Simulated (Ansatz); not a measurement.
Calculated with Ansatz (gas phase, PBE0-D4/def2-TZVP geometries, no zero-point term in ΔE). CBS: MP2 limit from def2 TZ/QZ plus the TZ coupled-cluster correction, frozen cores. DFT in def2-TZVPP. def2 core potentials past Kr. For Sn outer-core shells are correlated without core-valence functions, which leaves a few kJ/mol of doubt a bond. Each species was taken in one conformer, which may not be the lowest.

Consider the formal exchange of groups at the Sn–N bond: `C[O][Sn]([NH2])([O]C)[O]C` + `COC` → `C[O][Sn]([O]C)([O]C)[O]C` + CH₃NH₂.

| species | B2PLYP energy (Eh) |
| --- | --- |
| `C[O][Sn]([NH2])([O]C)[O]C` | -615.34587 |
| `COC` | -154.95876 |
| `C[O][Sn]([O]C)([O]C)[O]C` | -674.49771 |
| CH₃NH₂ | -95.81051 |

Question: Work out ΔE.

Answer: ΔE = (-674.49771) + (-95.81051) − (-615.34587) − (-154.95876) = -0.00359 Eh = -9.4 kJ/mol. CCSD(T)/CBS gives -12.8 kJ/mol.

Largest T1 diagnostic among the species: 0.014.

From BLYP to BHLYP (50 % exact exchange), in def2-TZVPP and without D4, ΔE moves by +3.3 kJ/mol. Leaving LDA and LC-ωPBE aside and taking each functional with its dispersion term where it has one, the values, not all of them listed here, spread over 4.8 kJ/mol, from BLYP-D4 to PBE-QIDH. LDA lies +7.9 kJ/mol from PBE without D4.
